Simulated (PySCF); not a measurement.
# Excitation energy of Mo²⁺ by level of theory

Mo²⁺ [Kr] 4d4 (5D) → Mo²⁺ [Kr] 4d3 5p1 (high-spin determinant), as a difference of total energies. Calculation: PySCF 2.14, in aug-cc-pVTZ-DK; scalar relativity by spin-free X2C-1e. Correlated levels: valence: [Kr] frozen. The calculations carry no spin-orbit coupling.

| method | excitation energy (eV) |
| --- | --- |
| UHF | 9.135 |
| LDA | 9.309 |
| PBE | 9.230 |
| PBE0 | 9.385 |
| r2SCAN | 9.288 |
| BP86 | 9.173 |
| r2SCANh | 9.338 |
| wB97M-V | 9.382 |
| MP2 (valence) | 9.376 |
| SCS-MP2 (valence) | 9.215 |

Task: How much does correlation contribute at MP2 (valence)?

Result: 9.376 − (9.135) = 0.241 eV, measured against UHF.

A first-order spin-orbit estimate (lowest level to lowest level, LS coupling) adds -0.154 eV.

The determinant of the upper state mixes LS terms, which raises its energy above the lowest term, most at the Hartree-Fock and MP2 levels.
